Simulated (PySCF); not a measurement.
# Scalar relativity in P(2+) (phosphorus, charge +2)

[Ne] 3s2 3p1, 2P determinant; UHF calculated with PySCF 2.14 in dyall-acv3z (19s12p6d4f, 113 functions), once non-relativistic with a point nucleus and once with spin-free X2C-1e and a Gaussian nucleus.

```
shell  ε non-rel. (eV)  rms r non-rel. (bohr, spins averaged)
 1s α          -2200.9                                 0.1204
 1s β          -2200.6                                 0.1204
 2s α          -228.52                                 0.5609
 2s β          -228.23                                 0.5609
 2p α          -171.09                                 0.5394
 2p β          -170.56                                 0.5394
 3s α          -40.059                                  1.893
 3s β          -37.074                                  1.893
 3p α          -29.988                                  2.127
```

Question: How does scalar relativity move these shells?

Answer: 1s α: ε -2206.9 eV, radius -0.46 %; 1s β: ε -2206.6 eV, radius -0.46 %; 2s α: ε -229.51 eV, radius -0.35 %; 2s β: ε -229.23 eV, radius -0.35 %; 2p α: ε -171.07 eV, radius -0.10 %; 2p β: ε -170.53 eV, radius -0.10 %; 3s α: ε -40.159 eV, radius -0.24 %; 3s β: ε -37.175 eV, radius -0.24 %; 3p α: ε -29.978 eV, radius -0.02 %.

The total energy goes from -339.6505 to -340.4694 hartree.

Ionisation energy, P(2+) [Ne] 3s2 3p1 (2P) → P(3+) [Ne] 3s2 (1S) (eV):

| method | non-relativistic | spin-free X2C | shift |
| --- | --- | --- | --- |
| UHF | 29.589 | 29.579 | -0.010 |
| LDA | 30.207 | 30.196 | -0.011 |
| PBE | 30.244 | 30.233 | -0.011 |
| PBE0 | 30.265 | 30.255 | -0.010 |
| r2SCAN | 30.372 | 30.362 | -0.010 |
| M06-2X | 30.005 | 29.994 | -0.011 |
| MN15 | 30.210 | 30.195 | -0.015 |
| MP2 (valence) | 29.893 | 29.884 | -0.009 |
| SCS-MP2 (valence) | 29.883 | 29.874 | -0.009 |
| MP2 (valence and next inner shell) | 29.945 | 29.935 | -0.009 |
| SCS-MP2 (valence and next inner shell) | 29.927 | 29.918 | -0.009 |
| CCSD (valence) | 30.018 | 30.009 | -0.008 |
| CCSD(T) (valence) | 30.048 | 30.039 | -0.009 |

Relativity contracts and stabilises s shells directly. The contracted s shells screen the nucleus better, so for spin-averaged p shells the direct and indirect effects partly cancel.
